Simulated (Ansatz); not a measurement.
The first iterations of a band of CH2O2Se (6 atoms, charge 0, multiplicity 1).

The calculation used RKS B3LYP/def2-SVP (Ansatz).

| Quantity | Value |
| --- | --- |
| movable images | 5 |
| climbing image | yes |
| spring | 5.0 eV/Å² |
| optimiser | quadratic models (default) |
| start path | through a guess of the saddle point |
| force threshold | 0.5 eV/Å |
| iteration limit | 60 |
| end points | relaxed |

Initial state:

```xyz
6
Properties=species:S:1:pos:R:3
O 0.502 1.128 -0.443
C 0.002 -0.016 -0.012
O 0.481 -0.286 1.188
Se -1.163 -1.053 -0.926
H 0.129 1.293 -1.325
H 0.092 -1.130 1.472
```

Final state:

```xyz
6
Properties=species:S:1:pos:R:3
O 0.470 0.906 -0.241
C -0.182 -0.247 -0.074
O 0.102 -0.795 1.094
Se -1.299 -0.961 -1.284
H 0.221 1.257 -1.113
H 0.730 -0.225 1.573
```

| iteration | highest image above the first end (eV) | largest band force component (eV/Å) |
| --- | --- | --- |
| 1 | 1.877 | 14.944 |
| 2 | 0.763 | 1.686 |

Q: Does the band converge within its limit, and where does its top end?

A: The run converged. It ended after 6 iterations with the highest image 0.541 eV above the first end. The threshold of 0.5 eV/Å is loose, so the images may lie well off the minimum-energy path. Another band between the same ends (5 images) ends at a top of the same energy, where a vibrational analysis finds 1 clearly imaginary mode.

Run time: 100 s on 1 thread of Arm Neoverse V1, with other jobs on the host, peak memory 0.18 GiB.
